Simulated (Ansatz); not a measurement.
`C[C](C)(C)[Ga]([F])[Cl]` + H₂S → `[F][Ga]([SH])[Cl]` + `CC(C)C`  (ligand exchange at a Ga–C bond)

Calculated with Ansatz (gas phase, PBE0-D4/def2-TZVP geometries, no zero-point term in ΔE). CCSD(T)/CBS is the MP2 limit (def2-TZVPP, def2-QZVPP) plus CCSD(T) − MP2 in def2-TZVPP, frozen cores. This one scheme is used for every species. Functionals use def2-TZVPP. B3LYP here is the variant with VWN-RPA as its local correlation; programs differ in this. For Ga outer-core shells are correlated without core-valence functions, which leaves a few kJ/mol of doubt a bond. Scalar relativity is left out up to krypton. One conformer a species, not always the lowest.

`C[C](C)(C)[Ga]([F])[Cl]`:

Cartesian coordinates in Å:
```
C -0.167 0.274 1.516
C 0.020 0.057 0.017
C -0.619 1.190 -0.774
C 1.509 -0.048 -0.309
Ga -0.822 -1.667 -0.465
F -0.401 -3.140 0.393
Cl -2.264 -2.019 -2.007
H 0.339 1.201 1.815
H 0.259 -0.540 2.107
H -1.220 0.378 1.791
H -0.508 1.054 -1.853
H -0.137 2.140 -0.509
H -1.686 1.292 -0.561
H 1.691 -0.190 -1.378
H 2.011 0.883 -0.016
H 1.994 -0.865 0.232
```

H₂S:

Z-matrix (Å, degrees):
```
S
H 1 1.341
H 1 1.341 2 92.3
```

`[F][Ga]([SH])[Cl]`:

Z-matrix (Å, degrees):
```
Ga
F 1 1.743
Cl 1 2.115 2 116.8
S 1 2.169 2 119.1 3 -180.0
H 4 1.346 1 91.7 2 0.0
```

`CC(C)C`:

Cartesian coordinates in Å:
```
C -0.647 -0.433 -1.222
C -0.002 0.388 -0.115
C 1.445 -0.030 0.099
C -0.798 0.279 1.177
H -1.678 -0.119 -1.403
H -0.097 -0.338 -2.162
H -0.665 -1.494 -0.954
H -0.007 1.440 -0.428
H 1.502 -1.077 0.413
H 1.924 0.575 0.874
H 2.031 0.073 -0.818
H -0.357 0.890 1.970
H -0.820 -0.757 1.530
H -1.832 0.604 1.038
```

| level | ΔE (kcal/mol) |
| --- | --- |
| PBE0-D4 | -23.9 |
| B3LYP-D4 | -22.9 |

(1) What does CCSD(T)/CBS give? (Best estimate.)

Largest T1 diagnostic among the species: 0.013.

## Answers

(1) Computed: -22.1 kcal/mol. The listed levels differ from it by -1.8, -0.8 kcal/mol.

In def2-TZVPP, CCSD(T) changes the Hartree–Fock value by +7.5 kcal/mol (the triples alone add +0.8 kcal/mol) and MP2 by +7.8 kcal/mol. From BLYP to BHLYP (50 % exact exchange), in def2-TZVPP and without D4, ΔE moves by −2.5 kcal/mol. At CCSD(T), def2-SVP lies −2.5 kcal/mol from the extrapolated value and def2-TZVPP −0.8 kcal/mol.
